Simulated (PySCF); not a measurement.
AsH₄⁺ (singlet). Level of theory: PBE0/[As def2-TZVP, H def2-TZVP], no relativity, density fitting, PySCF.

Harmonic bands of its minimum:

```json
{"ω (cm⁻¹)": "868", "IR (km/mol, summed over degenerate members)": "13.3", "degeneracy": "3"}
{"ω (cm⁻¹)": "1023", "IR (km/mol, summed over degenerate members)": "0.0", "degeneracy": "2"}
{"ω (cm⁻¹)": "2356", "IR (km/mol, summed over degenerate members)": "0.0", "degeneracy": "1"}
{"ω (cm⁻¹)": "2398", "IR (km/mol, summed over degenerate members)": "62.4", "degeneracy": "3"}
```

The central atom is As. Infer the point group and assign the bands.

Td. The modes span 2t2 + e + a1: 868 t2, 1023 e, 2356 a1, 2398 t2. The computed geometry has As–H 1.490 Å (×4); H–As–H 109.5° (×6).

Other isomers or separated fragments may lie lower.
